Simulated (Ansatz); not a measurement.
Job for Ansatz (a first-principles code): R-CCSD(T)/def2-TZVPP on CrF2 (SMILES [F][Cr][F]), 2S+1 = 1, a spin state set in the input, which need not be the lowest.

Ansatz 0.2 input:
```yaml
crystal:
  periodic: [false, false, false]
  atoms:
    - {symbol: Cr, position_ang: [0.30392787, 0.21490347, 0.14171903]}
    - {symbol: F, position_ang: [-0.36600863, 1.11676615, -1.17676509]}
    - {symbol: F, position_ang: [0.02891204, -1.28429802, 0.96472642]}
basis:
  gaussian:
    orbitals: def2-TZVPP
magnetization: {spin_polarized: false}
correlation: {method: ccsd_t, electrons: valence}
```

The log:

```
WARN ansatz: RAYON_NUM_THREADS=1 ignored (pool sized by the plan → 1); use --threads N
Functional definition: HF
integrals: 0.21 GiB planned
877 factors; integrals over basis functions are off by at most 6.7e-4 eV
mean field: 0.40 GiB planned
mean field evaluation 1: about -33793.4611 eV, gradient 6.4e1 eV
mean field evaluation 2: about -33793.5939 eV, gradient 6.4e1 eV
mean field evaluation 4: about -33802.0664 eV, gradient 1.1e1 eV
mean field evaluation 8: about -33802.7140 eV, gradient 1.0e0 eV
mean field evaluation 16: about -33802.7549 eV, gradient 3.7e-2 eV
mean field evaluation 32: about -33802.7488 eV, gradient 2.7e-1 eV
mean field evaluation 64: about -33802.7535 eV, gradient 1.5e0 eV
mean field evaluation 96: about -33802.7458 eV, gradient 3.0e-1 eV
mean field evaluation 128: about -33802.4552 eV, gradient 7.9e0 eV
mean field evaluation 160: about -33802.7554 eV, gradient 5.3e0 eV
mean field evaluation 192: about -33802.8018 eV, gradient 1.9e0 eV
mean field evaluation 224: about -33802.8037 eV, gradient 1.0e-1 eV
mean field evaluation 256: about -33802.8074 eV, gradient 6.2e-1 eV
mean field evaluation 288: about -33802.8027 eV, gradient 1.6e0 eV
mean field evaluation 320: about -33800.8382 eV, gradient 3.3e1 eV
mean field evaluation 352: about -33801.0276 eV, gradient 1.1e-4 eV
mean field evaluation 384: about -33787.0275 eV, gradient 9.9e1 eV
mean field evaluation 416: about -33802.7363 eV, gradient 2.6e-1 eV
mean field evaluation 448: about -33802.7928 eV, gradient 5.2e-3 eV
mean field -33802.80784274 eV, -1242.2302758544 hartree, gradient 2.5e-6 eV, S^2 0.000000; 22 other end points of the search recorded, 0 dependent functions left out; unrestricted orbitals would lower it
mean field evaluation 480: about -33804.8380 eV, gradient 3.9e-1 eV
mean field evaluation 512: about -33802.7417 eV, gradient 2.8e-1 eV
mean field evaluation 544: about -33803.6332 eV, gradient 2.8e0 eV
mean field evaluation 576: about -33804.9016 eV, gradient 1.2e0 eV
mean field evaluation 608: about -33804.9133 eV, gradient 4.5e-3 eV
mean field evaluation 640: about -33804.8841 eV, gradient 2.8e0 eV
mean field evaluation 672: about -33804.8290 eV, gradient 2.6e-1 eV
mean field evaluation 704: about -33804.8156 eV, gradient 8.0e-4 eV
mean field evaluation 736: about -33804.2405 eV, gradient 9.3e-1 eV
mean field evaluation 768: about -33804.8156 eV, gradient 1.2e-2 eV
mean field evaluation 800: about -33804.4945 eV, gradient 1.3e0 eV
mean field evaluation 832: about -33804.9107 eV, gradient 4.3e-2 eV
mean field evaluation 864: about -33801.0277 eV, gradient 4.6e-3 eV
mean field evaluation 896: about -33801.7180 eV, gradient 1.7e0 eV
mean field evaluation 928: about -33801.8718 eV, gradient 8.1e-1 eV
determinant -33802.80784274 eV, -1242.2302758544 hartree, with singles and doubles -33828.93177549 eV, -1243.1903126757 hartree
determinant -33802.79282561 eV, -1242.2297239854 hartree, with singles and doubles -33828.87216587 eV, -1243.1881220624 hartree
determinant -33802.75494198 eV, -1242.2283317876 hartree, with singles and doubles -33829.46318671 eV, -1243.2098416780 hartree
determinant -33802.73686903 eV, -1242.2276676190 hartree, with singles and doubles -33829.43981291 eV, -1243.2089827064 hartree
determinant -33802.25066448 eV, -1242.2097999311 hartree, with singles and doubles -33828.53519866 eV, -1243.1757387462 hartree
determinant -33801.94913812 eV, -1242.1987190418 hartree, with singles and doubles -33828.12381963 eV, -1243.1606208457 hartree
determinant -33801.28930841 eV, -1242.1744707472 hartree, with singles and doubles -33827.62797631 eV, -1243.1423989397 hartree
determinant -33801.02764923 eV, -1242.1648549499 hartree, with singles and doubles -33828.32617616 eV, -1243.1680573108 hartree
determinant -33802.80784274 eV, -1242.2302758544 hartree, with singles and doubles -33828.96365689 eV, -1243.1914842957 hartree
determinant -33802.75494198 eV, -1242.2283317876 hartree, with singles and doubles -33829.53871787 eV, -1243.2126173966 hartree
determinant -33802.73686903 eV, -1242.2276676190 hartree, with singles and doubles -33829.51673347 eV, -1243.2118094850 hartree
determinant -33801.02764923 eV, -1242.1648549499 hartree, with singles and doubles -33828.37673036 eV, -1243.1699151436 hartree
determinant -33802.79282561 eV, -1242.2297239854 hartree, with singles and doubles -33828.93957472 eV, -1243.1905992921 hartree
determinant -33802.25066448 eV, -1242.2097999311 hartree, with singles and doubles -33828.61194186 eV, -1243.1785590068 hartree
determinant -33801.94913812 eV, -1242.1987190418 hartree, with singles and doubles -33828.18721491 eV, -1243.1629505789 hartree
determinant -33801.28930841 eV, -1242.1744707472 hartree, with singles and doubles -33827.70314094 eV, -1243.1451611889 hartree
determinant -33801.02764923 eV, -1242.1648549499 hartree, with singles and doubles -33828.37673132 eV, -1243.1699151786 hartree
determinant -33802.79282561 eV, -1242.2297239854 hartree, with singles and doubles -33828.95969504 eV, -1243.1913387003 hartree
determinant -33801.02764923 eV, -1242.1648549499 hartree, with singles and doubles -33828.44416933 eV, -1243.1723934799 hartree
mean field evaluation 960: about -33802.7549 eV, gradient 3.2e-6 eV
unrestricted determinant -33804.91338636 eV, -1242.3076531555 hartree, S^2 1.9945
7 core orbitals not correlated
reference -33802.75494198 eV, -1242.2283317876 hartree; 14, 14 occupied and 105, 105 virtual orbitals, 877 factors
second order -26.34020556 eV of doubles, -0.00000000 eV of singles
coupled cluster: 0.52 GiB planned
cycle   1  -26.78378211 eV  change   -6.2e-6 eV  update   6.6e-6
coupled cluster: 0.52 GiB planned
perturbative correction -1.06577111 eV, -0.0391663658 hartree
Total energy: -33830.60449520 eV, -1243.2517839912 hartree
```

The run converged.

Cost: about 3 core-minutes (a rough figure).
